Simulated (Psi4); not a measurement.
Pair of molecules, SMILES N with SMILES CC#N (the first has 4 atoms); geometry from B3LYP-D3(BJ)/def2-TZVP, rigid monomers moved along the line of their centres of mass till N1···H10 is 3.41 Å.
(charge 0, multiplicity 1):
| atom | x (Å) | y (Å) | z (Å) |
|---|---|---|---|
| N | -0.0534 | 0.0041 | 0.1706 |
| H | 0.6499 | 0.3073 | -0.4937 |
| H | 0.3704 | -0.7143 | 0.7493 |
| H | -0.7955 | -0.4377 | -0.3603 |
| C | -0.3266 | 1.2890 | 4.2871 |
| C | 0.3490 | 0.0105 | 4.4298 |
| N | 0.8823 | -1.0055 | 4.5066 |
| H | -1.2718 | 1.2787 | 4.8305 |
| H | 0.2978 | 2.0915 | 4.6805 |
| H | -0.5143 | 1.4554 | 3.2244 |

Method: SAPT0/jun-cc-pV(D+d)Z in Psi4 1.11.

Task: Give the four SAPT terms and the total, and say what mostly holds the pair together.

Result: electrostatics -2.08, exchange 0.20, induction -0.15, dispersion -0.33, total -2.36 kcal/mol; the largest attraction is electrostatics.
